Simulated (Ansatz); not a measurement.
One change: `C[S][GeH2][CH3]` becomes `C[S][GeH]([CH3])[Cl]`.

Ansatz, PBE0-D4/def2-TZVP geometries, multiplicity 1. Each molecule was computed in one conformer, which needn't be the lowest.

Scalar relativity is left out up to krypton.

```json
{"property": "LUMO energy (ωB97M-V/def2-TZVPP) / eV", "`C[S][GeH2][CH3]`": "2.23"}
{"property": "LUMO energy (B3LYP/def2-TZVPP) / eV", "`C[S][GeH2][CH3]`": "0.22"}
{"property": "HOMO energy (B3LYP/def2-TZVPP) / eV", "`C[S][GeH2][CH3]`": "-6.38"}
{"property": "LUMO energy (PBE0/def2-TZVPP) / eV", "`C[S][GeH2][CH3]`": "0.49"}
{"property": "HOMO energy (PBE0/def2-TZVPP) / eV", "`C[S][GeH2][CH3]`": "-6.61"}
{"property": "HOMO–LUMO gap (PBE0/def2-TZVPP) / eV", "`C[S][GeH2][CH3]`": "7.10"}
```

Question: Give the same properties after the change, and the shifts. (Estimate.)

Answer: Ansatz gave: 
```csv
property,`C[S][GeH]([CH3])[Cl]`,shift
LUMO energy (ωB97M-V/def2-TZVPP) / eV,1.77,-0.46
LUMO energy (B3LYP/def2-TZVPP) / eV,-0.28,-0.50
HOMO energy (B3LYP/def2-TZVPP) / eV,-6.72,-0.34
LUMO energy (PBE0/def2-TZVPP) / eV,-0.05,-0.54
HOMO energy (PBE0/def2-TZVPP) / eV,-6.95,-0.34
HOMO–LUMO gap (PBE0/def2-TZVPP) / eV,6.90,-0.20
```

With PBE0 the HOMO falls by 0.34 eV and the LUMO falls by 0.54 eV, so the gap narrows by about 0.20 eV. PBE moves the HOMO by -0.31 eV and ωB97M-V by -0.34 eV.

B3LYP here is the variant with VWN-RPA as its local correlation; programs differ in this.
